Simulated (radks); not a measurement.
The numbers below are computed, except where a source is named.
Task: The caesium ion Cs24+, configuration [Ar] 3d10 4s2 4p1. Code: a radial shooting solver on a logarithmic mesh with Libxc functionals. Model: non-relativistic Kohn-Sham, TPSS, spin-polarised, spherical densities, point nucleus; open shells are filled with parallel spins first (spin-orbit coupling, left out, can overturn this in heavy ions); meta-GGA in the generalised Kohn-Sham scheme; relativity is left out, which matters for an element this heavy. Some entries of the table are withheld. Estimate them.

orbital,occ.,eigenvalue (eV),r(max) (bohr)
1s up,1,-35018.03,0.01830
1s down,1,-35017.50,0.01830
2s up,1,-5970.943,0.1008
2s down,1,-5970.744,0.1008
2p up,3,-5670.361,0.07873
2p down,3,-5669.925,0.07874
3s up,1,-1784.223,0.2835
3s down,1,-1783.664,0.2835
3p up,3,-1656.508,0.2700
3p down,3,-1655.840,0.2700
3d up,5,-1422.660,0.2182
3d down,5,-1422.002,0.2183
4s up,1,-803.6132,(1)
4s down,1,-798.8000,(2)
4p up,1,(3),0.6262
4p down,0,(4),0.6258
4d up,0,(5),0.6220
4d down,0,(6),0.6214
5s up,0,-456.6700,1.126
5s down,0,-455.1822,1.127

Result: 
(1) 4s up r(max) (bohr): 0.6229
(2) 4s down r(max) (bohr): 0.6225
(3) 4p up eigenvalue (eV): -752.9124
(4) 4p down eigenvalue (eV): -748.2609
(5) 4d up eigenvalue (eV): -665.0186
(6) 4d down eigenvalue (eV): -660.8006
